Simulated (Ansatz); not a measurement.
Relaxation of FGeH5O2 (9 atoms, charge 0, multiplicity 1), to a largest force component of 0.03 eV/Å in at most 50 steps.

Computed with Ansatz, RKS PBE0/def2-SVP.

```xyz
9
Properties=species:S:1:pos:R:3
Ge -0.140 -0.137 0.012
O -0.116 -0.193 1.791
H -0.987 -0.313 2.182
H 1.316 0.010 -0.394
O -1.142 1.232 -0.509
H -1.915 0.947 -1.001
H -0.832 -1.424 -0.506
F 1.284 2.141 1.067
H 0.965 1.723 1.825
```

Question: Where does it end, and by what steps?

Answer: The run converged. After 9 steps the energy has fallen by 0.203 eV; F8 moved furthest, 0.57 Å.

| step | energy less start (eV) | largest force component (eV/Å) | accepted |
| --- | --- | --- | --- |
| 0 | 0.0000 | 0.360 | yes |
| 1 | -0.0628 | 1.352 | yes |
| 2 | -0.1473 | 0.768 | yes |
| 3 | -0.1122 | 0.987 | no |
| 4 | -0.1899 | 0.148 | yes |
| 5 | -0.1964 | 0.185 | yes |
| 6 | -0.2004 | 0.100 | yes |
| 7 | -0.2023 | 0.151 | yes |
| 8 | -0.2031 | 0.061 | yes |
| 9 | -0.2034 | 0.014 | yes |

```xyz
9
Properties=species:S:1:pos:R:3
Ge -0.153 -0.127 -0.106
O -0.075 0.066 1.684
H -0.931 0.064 2.126
H 1.271 0.125 -0.573
O -1.217 1.115 -0.778
H -2.117 0.811 -0.935
H -0.744 -1.518 -0.401
F 1.481 2.082 1.602
H 0.917 1.369 1.851
```

The run took 21 s on 2 threads of Arm Neoverse V2 (shared host), peak memory 0.21 GiB.
